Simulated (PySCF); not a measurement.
B(AsH2)2(F) (As2BFH4), SMILES FB([AsH2])[AsH2]. Atoms are numbered in the order given.

```xyz
8

B      0.0000     0.0000     0.6809
As     1.8031     0.0627    -0.2972
H      2.4315    -1.0714     0.5094
H      1.3448    -0.8390    -1.4390
As    -1.8031    -0.0627    -0.2972
H     -2.4315     1.0714     0.5094
H     -1.3448     0.8390    -1.4390
F      0.0000     0.0000     2.0076
```
Charge 0, spin multiplicity 1.

Geometry: B3LYP-D3(BJ)/def2-SVP. The structure was generated by enumeration, and PubChem lists no compound with its InChIKey, so it may never have been made.

These are PBE/def2-TZVP in PySCF values and carry that method's errors.

Symmetry labels are those of the subgroup C2 that the program uses (full group C2).

Task: List the valence orbital energies around the gap with their symmetry. (Estimate from the structure and the level; the computed values follow.)

Result: 
```csv
orbital,symmetry,energy (eV)
HOMO−7,B,-11.44
HOMO−6,B,-11.31
HOMO−5,A,-9.84
HOMO−4,A,-9.11
HOMO−3,B,-8.94
HOMO−2,B,-7.95
HOMO−1,A,-6.74
HOMO,B,-6.10
LUMO,B,-2.29
LUMO+1,A,-0.72
LUMO+2,B,-0.46
LUMO+3,A,-0.40
```
